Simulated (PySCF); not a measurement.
Species: (F)1Al(OSiH2)2O.
Bonds: Al1–F2, Al1–O3, Al1–O7, O3–Si4, Si4–O5, O5–Si6, Si6–O7. Hydrogens: H8, H9 on Si4; H10, H11 on Si6.

Computed with PBE0-D3(BJ)/def2-SVP geometry optimisation, gas phase in PySCF.

**Question.** What internal coordinates does the optimisation give?

**Answer.** 
```json
{"bond": "Al1–F2", "length (Å)": "1.646"}
{"bond": "Al1–O3, Al1–O7", "length (Å)": "1.699"}
{"bond": "O3–Si4, Si6–O7", "length (Å)": "1.661"}
{"bond": "Si4–O5, O5–Si6", "length (Å)": "1.665"}
{"bond": "Si4–H8 and 3 like bonds", "length (Å)": "1.486"}
```

Bonds in one row agree within 0.01 Å and their mean is given. A selection of angles:
```json
{"angle": "F2–Al1–O3", "degrees": "122.8"}
{"angle": "F2–Al1–O7", "degrees": "122.4"}
{"angle": "O3–Al1–O7", "degrees": "114.7"}
{"angle": "Al1–O3–Si4", "degrees": "126.6"}
{"angle": "O3–Si4–O5", "degrees": "107.7"}
{"angle": "O3–Si4–H8", "degrees": "109.7"}
{"angle": "O5–Si4–H8", "degrees": "109.0"}
{"angle": "H8–Si4–H9", "degrees": "111.6"}
{"angle": "Si4–O5–Si6", "degrees": "136.6"}
```

Dihedral angles: F2–Al1–O3–Si4 -178° (antiperiplanar); F2–Al1–O7–Si6 179° (antiperiplanar); Al1–O3–Si4–O5 -2° (synperiplanar); O3–Si4–O5–Si6 2° (synperiplanar); Si4–O5–Si6–O7 -2° (synperiplanar); O5–Si6–O7–Al1 0° (synperiplanar).

O5 (oxygen bonded to 2 Si) is bent (angle 136.6°). Al1 (aluminium bonded to F and 2 O) is planar (angles 122.8°, 122.4° and 114.7°, sum 360.0°, 0.00 Å off the plane of its three neighbours). Si4 (silicon bonded to 2 O and 2 H) is tetrahedral (angles from 107.7° to 111.6°). The 7 heavy atoms lie in one plane (0.009 Å rms). All 4 O–Si bonds measure 1.661 to 1.665 Å.

No frequency check. The numbers are those of one conformer.
